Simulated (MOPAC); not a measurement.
Job for MOPAC: PM7 on C3H7N (a complex), monomers drawn apart or pushed together.

```
PM7 1SCF PRECISE CHARGE=0 THREADS=1
C3H7N

C      0.25606074 1    -0.65223593 1     0.03552309 1
C     -0.09763162 1     0.42388681 1     0.42229838 1
H      0.56814363 1    -1.60838417 1    -0.30810510 1
H     -0.41640434 1     1.37658497 1     0.76902826 1
C     -0.59416795 1     0.47320868 1     4.43331780 1
N      0.58773438 1    -0.34518125 1     4.17784001 1
H     -0.73641452 1     0.58227759 1     5.50990717 1
H     -1.47490912 1    -0.03584028 1     4.03896061 1
H     -0.56791486 1     1.48314399 1     3.99718155 1
H      1.42241521 1     0.10860221 1     4.52853366 1
H      0.71413411 1    -0.47746581 1     3.18150967 1
```

It printed:

```
*******************************************************************************
 **                                                                           **
 **                              MOPAC v23.2.5                                **
 **                                                                           **
 *******************************************************************************
 ** MOPAC's Digital Object Identifier: https://doi.org/10.5281/zenodo.6511958 **
 **                                                                           **
 ** Please cite the open-source release paper for use of this MOPAC version:  **
 ** J. E. Moussa and J. J. P. Stewart (2026)                                  **
 ** MOPAC: An open-source semiempirical molecular orbital program             **
 ** J. Open Source Softw., 11(119), 8025, https://doi.org/10.21105/joss.08025 **
 *******************************************************************************

                              PM7 CALCULATION RESULTS

 *******************************************************************************
 *  PM7        - The PM7 Hamiltonian to be used
 *
 *
 *
 *                 CHARGE ON SYSTEM = 0
 *
 *
 *
 *  PRECISE    - TIGHTER CRITERIA TO BE USED
 *  1SCF       - DO 1 SCF AND THEN STOP
 *  THREADS=1  - MULTI-THREADING NOT USED
 *  T=         - A TIME OF 172800.0 SECONDS REQUESTED
 *  DUMP=N     - RESTART FILE WRITTEN EVERY 7200.0 SECONDS REQUESTED
 *******************************************************************************
PM7 1SCF PRECISE CHARGE=0 THREADS=1
 C3H7N

   ATOM   CHEMICAL          X               Y               Z
  NUMBER   SYMBOL      (ANGSTROMS)     (ANGSTROMS)     (ANGSTROMS)

     1       C          0.25606074  *  -0.65223593  *   0.03552309  *
     2       C         -0.09763162  *   0.42388681  *   0.42229838  *
     3       H          0.56814363  *  -1.60838417  *  -0.30810510  *
     4       H         -0.41640434  *   1.37658497  *   0.76902826  *
     5       C         -0.59416795  *   0.47320868  *   4.43331780  *
     6       N          0.58773438  *  -0.34518125  *   4.17784001  *
     7       H         -0.73641452  *   0.58227759  *   5.50990717  *
     8       H         -1.47490912  *  -0.03584028  *   4.03896061  *
     9       H         -0.56791486  *   1.48314399  *   3.99718155  *
    10       H          1.42241521  *   0.10860221  *   4.52853366  *
    11       H          0.71413411  *  -0.47746581  *   3.18150967  *



          CARTESIAN COORDINATES

    NO.       ATOM           X           Y           Z

     1         C          0.2561     -0.6522      0.0355
     2         C         -0.0976      0.4239      0.4223
     3         H          0.5681     -1.6084     -0.3081
     4         H         -0.4164      1.3766      0.7690
     5         C         -0.5942      0.4732      4.4333
     6         N          0.5877     -0.3452      4.1778
     7         H         -0.7364      0.5823      5.5099
     8         H         -1.4749     -0.0358      4.0390
     9         H         -0.5679      1.4831      3.9972
    10         H          1.4224      0.1086      4.5285
    11         H          0.7141     -0.4775      3.1815

 General Reference for PM7:
 "Optimization of Parameters for Semiempirical Methods VI: More Modifications to the
 NDDO Approximations and Re-optimization of Parameters", J. J. P. Stewart, J. Mol. Mod., 1:32, 19 (2013)
 https://link.springer.com/article/10.1007/s00894-012-1667-x

           Empirical Formula: C3 H7 N  =    11 atoms



      MOLECULAR POINT GROUP   :   C1


      RHF CALCULATION, NO. OF DOUBLY OCCUPIED LEVELS = 12


 -------------------------------------------------------------------------------
 PM7 1SCF PRECISE CHARGE=0 THREADS=1
 C3H7N



     1SCF WAS SPECIFIED, SO BFGS WAS NOT USED
     SCF FIELD WAS ACHIEVED


                              PM7 CALCULATION
                                                       MOPAC v23.2.5 Linux




          FINAL HEAT OF FORMATION =         53.90154 KCAL/MOL =     225.52404 KJ/MOL


          COSMO AREA              =        126.82 SQUARE ANGSTROMS
          COSMO VOLUME            =        106.94 CUBIC ANGSTROMS

          IONIZATION POTENTIAL    =          9.511558 EV
          HOMO LUMO ENERGIES (EV) =         -9.512  1.458
          NO. OF FILLED LEVELS    =         12
          MOLECULAR WEIGHT        =         57.0950         POINT GROUP:  C1

          MOLECULAR DIMENSIONS (Angstroms)

            Atom       Atom       Distance
            H     7    H     3     6.35218
            H    10    H     4     3.49489
            H     8    H     4     2.08680


          SCF CALCULATIONS        =          1





   ATOM   CHEMICAL          X               Y               Z
  NUMBER   SYMBOL      (ANGSTROMS)     (ANGSTROMS)     (ANGSTROMS)

     1       C          0.25606074  *  -0.65223593  *   0.03552309  *
     2       C         -0.09763162  *   0.42388681  *   0.42229838  *
     3       H          0.56814363  *  -1.60838417  *  -0.30810510  *
     4       H         -0.41640434  *   1.37658497  *   0.76902826  *
     5       C         -0.59416795  *   0.47320868  *   4.43331780  *
     6       N          0.58773438  *  -0.34518125  *   4.17784001  *
     7       H         -0.73641452  *   0.58227759  *   5.50990717  *
     8       H         -1.47490912  *  -0.03584028  *   4.03896061  *
     9       H         -0.56791486  *   1.48314399  *   3.99718155  *
    10       H          1.42241521  *   0.10860221  *   4.52853366  *
    11       H          0.71413411  *  -0.47746581  *   3.18150967  *

                             CARTESIAN COORDINATES

   1    C        0.256060740    -0.652235930     0.035523090
   2    C       -0.097631620     0.423886810     0.422298380
   3    H        0.568143630    -1.608384170    -0.308105100
   4    H       -0.416404340     1.376584970     0.769028260
   5    C       -0.594167950     0.473208680     4.433317800
   6    N        0.587734380    -0.345181250     4.177840010
   7    H       -0.736414520     0.582277590     5.509907170
   8    H       -1.474909120    -0.035840280     4.038960610
   9    H       -0.567914860     1.483143990     3.997181550
  10    H        1.422415210     0.108602210     4.528533660
  11    H        0.714134110    -0.477465810     3.181509670


           Empirical Formula: C3 H7 N  =    11 atoms



      MOLECULAR POINT GROUP   :   C1


                  EIGENVALUES
 -35.35910 -26.46938 -23.74998 -19.58692 -17.02508 -15.74405 -15.56169 -14.17274
 -12.70995 -11.80290 -11.79335  -9.51156   1.45807   1.47269   3.70292   5.06991
   5.33006   5.50784   6.05117   6.10274   6.65796   6.85706   7.03139


              NET ATOMIC CHARGES AND DIPOLE CONTRIBUTIONS

  ATOM NO.   TYPE          CHARGE      No. of ELECS.   s-Pop       p-Pop
    1          C          -0.179405        4.1794     1.14769     3.03172
    2          C          -0.203296        4.2033     1.14537     3.05793
    3          H           0.193607        0.8064     0.80639
    4          H           0.189530        0.8105     0.81047
    5          C          -0.277465        4.2775     1.05194     3.22552
    6          N          -0.605428        5.6054     1.64533     3.96010
    7          H           0.147370        0.8526     0.85263
    8          H           0.147232        0.8528     0.85277
    9          H           0.109825        0.8902     0.89017
   10          H           0.237968        0.7620     0.76203
   11          H           0.240061        0.7599     0.75994
 DIPOLE           X         Y         Z       TOTAL
 POINT-CHG.    -0.308     1.022    -0.377     1.132
 HYBRID         0.370     0.790    -0.539     1.026
 SUM            0.062     1.812    -0.917     2.032


          ATOMIC ORBITAL ELECTRON POPULATIONS

     Atom    s        px        py        pz
    1  C   1.14769   0.99896   1.03474   0.99801
    2  C   1.14537   1.00897   1.03771   1.01124
    3  H   0.80639
    4  H   0.81047
    5  C   1.05194   1.00001   1.06120   1.16431
    6  N   1.64533   1.13643   1.52979   1.29388
    7  H   0.85263
    8  H   0.85277
    9  H   0.89017
   10  H   0.76203
   11  H   0.75994

 **********************
 *                    *
 * JOB ENDED NORMALLY *
 *                    *
 **********************




 == MOPAC DONE ==
```

The run finished.

Cost: very roughly 0.04 core-seconds.
